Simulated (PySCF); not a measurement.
A GIAO shielding run with PySCF 2.14.0 with density-fitted response routines (density fitting, non-relativistic, gas phase) on `InChI=1S/C5H8Si/c1-3-5(6)4-2/h1,4H,2,6H3/b5-4-`:

```
$ OMP_NUM_THREADS=1 python probes_run.py task.json out

{"job": {"kind": "nmr", "xc": "PBE0", "basis": "aug-cc-pVDZ", "pop": true}, "charge": 0, "multiplicity": 1}
C      2.747495     0.389753     1.472250
C      1.679399     0.217259     0.918588
C      0.442072     0.066726     0.228477
Si     0.104101     1.282146    -1.185625
C     -0.436575    -0.898765     0.582068
C     -1.755988    -1.156770    -0.054151
H      3.689171     0.528820     1.969472
H      1.272764     2.195073    -1.329062
H     -0.111234     0.552316    -2.473503
H     -1.122717     2.091473    -0.906745
H     -0.164337    -1.560769     1.414405
H     -1.804137    -2.186546    -0.446934
H     -2.568652    -1.070134     0.686898
H     -1.977176    -0.467345    -0.881916
```

Hardware: 1 thread of an Arm Neoverse V2, shared host. The job also computes population analyses, field gradients.

**Question.** How large is the calculation?

**Answer.** 52 electrons, 214 basis functions and 710 auxiliary functions.

**Question.** How long does it take, and how much memory does it need?

**Answer.** 30 s of wall time, with 14 SCF cycles and 5 response iterations; peak memory 0.97 GiB. Times on a shared host scatter by some tens of per cent.

**Question.** And these other runs on the same molecule and hardware: GIAO shielding at PBE0/6-311+G(2d,p); GIAO shielding at PBE0/6-31G*; GIAO shielding at PBE0/IGLO-III; GIAO shielding at PBE0/cc-pVDZ; GIAO shielding at PBE0/cc-pVTZ; GIAO shielding at PBE0/def2-SVP?

**Answer.** PBE0/6-311+G(2d,p): 218 functions, 27 s; PBE0/6-31G*: 104 functions, 11 s; PBE0/IGLO-III: 299 functions, 52 s; PBE0/cc-pVDZ: 128 functions, 14 s; PBE0/cc-pVTZ: 296 functions, 49 s; PBE0/def2-SVP: 128 functions, 10 s.
